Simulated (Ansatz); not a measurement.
`[Cl][GaH][Br]` + `BS` → `B[S][GaH][Cl]` + HBr  (ligand exchange at a Ga–Br bond)

Calculated with Ansatz (gas phase, PBE0-D4/def2-TZVP geometries, no zero-point term in ΔE). CCSD(T)/CBS is the MP2 limit (def2-TZVPP, def2-QZVPP) plus CCSD(T) − MP2 in def2-TZVPP, frozen cores. This one scheme is used for every species. DFT in def2-TZVPP. B3LYP here is the variant with VWN-RPA as its local correlation; programs differ in this. For Br, Ga outer-core shells are correlated without core-valence functions, which leaves a few kJ/mol of doubt a bond. Scalar relativity is left out up to krypton. Each species was taken in one conformer, which may not be the lowest.

**Question.** Is it downhill or uphill in electronic energy at CCSD(T)/CBS, and by how much? (Estimate.)

**Answer.** The calculation gave: Uphill: ΔE = +11.0 kcal/mol.

**Question.** What do these levels give: LDA (SPW92), PBE, BLYP, B3LYP, RPA@PBE/def2-TZVPP, CCSD(T)/def2-SVP? (Best estimate.)

**Answer.** Ansatz gave: LDA (SPW92) 10.5, PBE 11.6, BLYP 12.6, B3LYP 12.9, RPA@PBE/def2-TZVPP 11.1, CCSD(T)/def2-SVP 12.2 kcal/mol.

Largest T1 diagnostic among the species: 0.015.

Leaving LDA and LC-ωPBE aside and taking each functional with its dispersion term where it has one, the values, not all of them listed here, spread over 2.3 kcal/mol, from revPBE-D4 to BHLYP-D4. LDA lies −1.1 kcal/mol from PBE without D4. The D4 term adds −1.2 kcal/mol with B3LYP and −0.6 kcal/mol with PBE0; it sums over pairs of atoms, weighted by their polarisabilities, and B3LYP, whose exchange is more repulsive, gets the larger term.
